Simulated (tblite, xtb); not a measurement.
HBe (SMILES [BeH+]), charge +1, singlet, at a GFN2-xTB geometry (such geometries of metal compounds can be far from the true shape). Base run: GFN1-xTB (xtb).

Here is a job for xtb.
```
$ xtb mol.xyz --gfn 1 --chrg 1 --json

# file mol.xyz
2

Be    -0.00000000    -0.00000000    -0.27954705
H      0.00000000     0.00000000     1.11818818
```

Programs used: tblite, xtb; a row that names a program was run with it.

Variants of this job, named by their change:

```csv
change,ΔE vs base (kJ/mol),HOMO-LUMO gap (eV),SCF cycles
base,0.00,3.07,6
"program = tblite; method = gfn1; option = (--etemp, 2000)",-0.01,-,-
acc = 0.1,0.00,3.07,7
"program = tblite; method = gfn1; option = (--alpb, water)",[?],-,-
etemp = 3000,-0.26,3.07,6
etemp = 5000,[?],[?],5
acc = 1000,0.00,3.07,5
program = tblite; method = gfn1; option = --grad,0.00,-,-
acc = 0.0001,0.00,3.07,8
```

Q: Complete the blanks.

A: 
- program = tblite; method = gfn1; option = (--alpb, water), ΔE vs base (kJ/mol): -333.9
- etemp = 5000, ΔE vs base (kJ/mol): -4.59
- etemp = 5000, HOMO-LUMO gap (eV): 3.11

ALPB and GBSA are two models with their own fitted parameters for each solvent, which aren't always the measured dielectric constant.
